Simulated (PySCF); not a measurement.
1,2-difluorocyclopenta-1,3-diene (C₅H₄F₂), SMILES FC1=C(C=CC1)F.

Coordinates come from a B3LYP-D3(BJ)/def2-SVP optimisation. The values are those of a single conformer.

Two levels are set side by side: TDA-PBE/def2-SVPD (PySCF) and TDA-M06-2X/def2-SVPD (PySCF). Vertical, same geometry. The lowest singlet is HOMO→LUMO 87 % with PBE and HOMO→LUMO 95 % with the other functional; states are paired by order. Differences are taken from unrounded values.

```tsv
quantity	TDA-PBE
lowest singlet excitation (eV)	4.91
lowest triplet excitation (TDA) (eV)	2.97
first bright state (f over 0.05) (eV)	4.91
its oscillator strength	0.10
```

Q: These are the TDA-PBE values. What does TDA-M06-2X give? (Estimate from the structure and the level; the computed values follow.)

A: 
| quantity | TDA-M06-2X | TDA-PBE minus TDA-M06-2X |
|---|---|---|
| lowest singlet excitation (eV) | 5.45 | -0.53 |
| lowest triplet excitation (TDA) (eV) | 3.33 | -0.36 |
| first bright state (f over 0.05) (eV) | 5.45 | -0.53 |
| its oscillator strength | 0.12 | -0.02 |

A lower first singlet is the usual sign of a functional without exact exchange. Differences between two approximate levels are no errors against the true value.

Rough cost on one machine, each run with all the roots and properties that it gave: TDA-M06-2X against TDA-PBE about 7 times.
